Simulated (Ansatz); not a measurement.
Cost and result up the ladder for the cluster Hg6Te3Br6 (15 atoms). Total charge 0; singlet. Geometry: PBE-D4/def2-SVP.

Cartesian coordinates in Å:
```
Hg 2.543 -1.009 -1.131
Hg 0.083 1.852 -0.237
Hg -2.201 1.347 -3.250
Hg -3.171 0.585 0.377
Hg 2.516 0.692 2.493
Hg -0.901 -1.811 1.573
Te -3.593 -1.769 1.600
Te 2.848 1.532 -0.117
Te -2.437 2.890 -1.022
Br 1.614 -2.285 1.687
Br -0.544 -0.719 -1.502
Br 2.978 0.303 4.899
Br -2.193 0.279 -5.469
Br 2.995 -3.116 -2.351
Br -0.536 1.230 2.450
```

Ansatz on 2 threads of AMD EPYC 7R13 on a shared host and a share (18 GiB) of an NVIDIA H100 80GB HBM3. Times are rough, and most runs start from the orbitals of an earlier one. No level here is sound enough to serve as a yardstick. Binding counts from free atoms at the same level (Hg singlet, Te triplet, Br doublet; other spins of the atoms weren't run), without zero-point energy or a counterpoise term.

In the def2 sets Hg, Te take a core potential; there is no spin–orbit coupling. Correlated methods freeze 66 core orbitals; core or outer-core shells of Hg, Te, Br are correlated, in sets that lack core-valence functions. The rows differ in basis, and correlated rows in double-zeta sets carry the largest basis error. Single mean-field runs in def2-SVP, def2-TZVP are fitted with def2-universal-jkfit. The structure comes from a short search, and lower isomers may exist.

Correlated methods converge slowly with the basis, most of all in double-zeta sets.

```json
{"level": "MP2/def2-SVP", "functions": "462", "binding energy per atom (eV)": "1.23"}
{"level": "r2SCAN-D4/def2-SVP", "functions": "462", "binding energy per atom (eV)": "1.43"}
{"level": "PBE0-D4/def2-SVP", "functions": "462", "binding energy per atom (eV)": "1.42"}
{"level": "PBE-D4/def2-TZVP", "functions": "696", "binding energy per atom (eV)": "1.51"}
{"level": "PBE0-D4/def2-TZVP", "functions": "696", "binding energy per atom (eV)": "1.49"}
{"level": "RPA@PBE/def2-SVP", "functions": "462", "binding energy per atom (eV)": "0.90"}
{"level": "BHLYP-D4/def2-SVP", "functions": "462", "binding energy per atom (eV)": "1.32"}
{"level": "PBE-D4/def2-SVP (with forces)", "functions": "462", "binding energy per atom (eV)": "1.45"}
```

**Question.** Estimate how long each takes.

**Answer.** BHLYP-D4/def2-SVP 5.5 s; r2SCAN-D4/def2-SVP 7.5 s; PBE-D4/def2-SVP (with forces) 8.5 s; PBE0-D4/def2-SVP 8.5 s; PBE0-D4/def2-TZVP 8.5 s; PBE-D4/def2-TZVP 10 s; MP2/def2-SVP 13 s; RPA@PBE/def2-SVP 16 s. On shared hardware such times vary by a factor of up to 3.
